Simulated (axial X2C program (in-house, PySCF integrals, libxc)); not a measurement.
## Potential curves of GaP, spin-free

All values were computed with an in-house relativistic program for diatomic molecules. Spin-free means the one-electron spin-free X2C Hamiltonian. Basis: Ga dyall-cv3z [9s9p7d4f1g], P dyall-v3z [8s7p2d1f] (cores contracted in-house); Gaussian nuclei, density fitting, unrestricted open shells. Masses: Ga 68.926 u, P 30.974 u.

State: M_S = 1, Λ = 1 (beyond evenly filled blocks: σα, π+α, π+β, π-α). Energies in eV from the fragments at the same level (Ga + P). Fits are polynomials in 1 − R0/R over 0.85 to 1.23 times the lowest point R0.

| R (Å) | PBE0 |
| --- | --- |
| 1.9453 | -1.2959 |
| 2.0348 | -1.6863 |
| 2.1018 | -1.8481 |
| 2.1689 | -1.9284 |
| 2.2360 | -1.9481 |
| 2.3143 | -1.9155 |
| 2.3925 | -1.8413 |
| 2.4931 | -1.7064 |
| 2.6161 | -1.5073 |
| 2.7950 | -1.1937 |

Dissociation energies refer to the lowest single-determinant-based atoms at the same level and basis. Without a current term, density functionals place determinants with orbital angular momentum somewhat too high. The state is one determinant with fixed occupations, lowest in a PBE0 search at one distance only: followed along the bond, the spin-free determinant M_S = 1, Λ = 0 reaches 0.18 eV lower at PBE0, at Re = 2.455 Å, so the state shown is not the lowest. Spin-free De lacks the spin–orbit lowering of the heavy p-block atom, a tenth of an eV or more for 4p and 5p, up to an eV for 6p and one to two eV for 7p atoms, less what an open-shell molecule gains itself.

(1) Fit the PBE0 curve near its minimum: give the equilibrium distance, the harmonic wavenumber and the well depth.

Answers

(1) At PBE0, spin-free: Re = 2.229 Å, ωe ≈ 360 cm⁻¹, De = 1.95 eV to Ga + P; Be follows as 0.159 cm⁻¹.
